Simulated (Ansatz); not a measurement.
Total energies of F₅I, SMILES `FI(F)(F)(F)F`.

```xyz
6

F     0.653   -1.694    0.491
I    -0.283   -0.249   -0.272
F     1.117   -0.037   -1.512
F    -0.925    1.454   -0.752
F    -1.389   -0.202    1.251
F     0.827    0.729    0.794
```

Total charge 0; spin multiplicity 1. Correlated methods include outer-core shells of I, which these sets cover unevenly. I: def2 effective core potential. All single points use the PBE0-D4/def2-TZVP geometry. Basis def2-TZVPP, Ansatz.

RPA on PBE orbitals: Hartree–Fock energy of these orbitals -793.77830 Eh, correlation -2.55848 Eh (frozen core).

```tsv
functional	energy without D4 (Eh)	D4 term (kJ/mol)
LDA (SPW92)	-793.51077	–
PBE	-796.59384	-13.3
revPBE	-796.92865	-42.2
BLYP	-796.97729	-30.0
r2SCAN	-796.97376	-3.0
B97M-V	-796.87217	–
B3LYP	-797.13280	-21.7
r2SCANh	-796.92417	-3.2
r2SCAN0	-796.85233	-3.6
CAM-B3LYP	-796.93564	-11.1
LC-ωPBE	-796.81197	–
ωB97X-V	-796.85542	–
ωB97M-V	-796.90457	–
PBE-QIDH	-796.35656	–
```

Task: Give the same for PBE0, HSE06 (plane-wave form), BHLYP, B2PLYP. (Best estimate.)

Result: The calculation gave: 
```json
{"functional": "PBE0", "energy without D4 (Eh)": "-796.58204", "D4 term (kJ/mol)": "-11.1"}
{"functional": "HSE06 (plane-wave form)", "energy without D4 (Eh)": "-796.56114", "D4 term (kJ/mol)": "-10.3"}
{"functional": "BHLYP", "energy without D4 (Eh)": "-796.78119", "D4 term (kJ/mol)": "-16.4"}
{"functional": "B2PLYP", "energy without D4 (Eh)": "-796.61050", "D4 term (kJ/mol)": "–"}
```

B3LYP takes the VWN-RPA correlation (the form of Gaussian; ORCA's B3LYP/G). HSE06 is the plane-wave form, built on full-range PBE exchange. The double hybrids freeze the cores in their second-order part.

LC-ωPBE has ω = 0.4 bohr⁻¹.
